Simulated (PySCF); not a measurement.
These 4 structures share the formula C2H5NOSi. Level of theory: PySCF, PBE0-D3(BJ)/def2-SVP geometry optimisation, gas phase. One conformer each; no zero-point energy, no entropy. No frequencies were run at this level. Point groups hold within 0.08 Å.

Question: Rank from lowest to highest electronic energy at this level (kcal/mol).
A. `[SiH3:1][O:2][C@H:3]1[CH:4]=[N:5]1` with Si1–O2–C3–C4 -43°
B. SiH2Me(NCO), `C[SiH2]N=C=O`
C. `[CH:1]#[C:2][Si@H:3]([NH2:4])[OH:5]` with C2–Si3–N4–H -63° and 142°, C2–Si3–O5–H -18°
D. `[SiH3:1][O:2][C:3]1=[N:4][CH2:5]1` with Si1–O2–C3–N4 2°

Answer: B (0.0), C (29.9), D (66.5), A (72.1).

```tsv
SMILES	E (Eh)	E rel (kcal/mol)	dipole (D)	point group	A, B, C (MHz)
[H][Si]([H])(C)N=C=O	-498.14056	0.0	2.65	–	13598, 1752, 1597
C#C[Si@H](N)O	-498.09297	29.9	1.01	C1	6235, 2881, 2178
[SiH3]OC1=NC1	-498.03457	66.5	1.95	near Cs	15600, 2276, 2064
[SiH3]O[C@H]1C=N1	-498.02561	72.1	1.79	C1	10455, 2745, 2502
```
